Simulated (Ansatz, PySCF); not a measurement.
Species: C$_{3}$HO, charge -1, multiplicity 1. It need not be the lowest isomer of its formula. Whether it binds its extra electron was not tested at this geometry. 
Geometry from a B3LYP-D3(BJ)/def2-TZVP (Ansatz, a quantum-chemistry and plane-wave program) optimisation:
```xyz
5

C      1.5874     1.0025     0.7486
C      0.6000     0.3471     0.3607
C     -0.5172    -0.4525     0.0631
O     -1.1452    -0.5372    -0.9940
H     -0.8598    -1.0855     0.9176
```
Charge -1, spin multiplicity 1.

Total electronic energies in hartree. Correlated levels leave the core frozen unless marked. Spin-orbit coupling is left out. Non-relativistic. CBS marks a two-point X^-3 extrapolation of the correlation energy; Hartree-Fock from the larger set. [CCSD(T)-MP2]/basis is that difference in the basis named.

| level | program | energy (Eh) |
|---|---|---|
| HF/6-31G* | Ansatz | -188.93762 |
| HF-D3(BJ)/def2-TZVPD | PySCF + dftd3 | -189.05936 |
| BLYP/def2-TZVPD | Ansatz | -190.11102 |
| BHLYP-D3(BJ)/def2-TZVPD | Ansatz + dftd3 | -190.03626 |
| TPSSh-D4/def2-TZVPD | PySCF + dftd4 | -190.15406 |
| HSE06-D4/def2-TZVPD | Ansatz + dftd4 | -189.91274 |
| LC-wPBE-D3(BJ)/def2-TZVPD | Ansatz + dftd3 | -189.99925 |
| wB97X-V/def2-TZVPD | Ansatz | (withheld) |
| RI-MP2/aug-cc-pVTZ | Ansatz | -189.72688 |
| RI-MP2/cc-pVTZ | Ansatz | -189.70383 |
| SCS-MP2/6-31G | Ansatz | -189.22936 |
| CCSD(T)/STO-3G | Ansatz | -186.60444 |
| CCSD(T)/cc-pVDZ | PySCF | -189.55532 |
| CCSD(T)/cc-pwCVTZ | Ansatz | -189.76101 |
| RI-MP2/CBS(aug-cc-pVTZ,aug-cc-pVQZ)+[CCSD(T)-MP2]/aug-cc-pVTZ | Ansatz | -189.8520 |

### Question
Fill in the missing entries.

### Answer

- wB97X-V/def2-TZVPD, energy (Eh): -190.07913
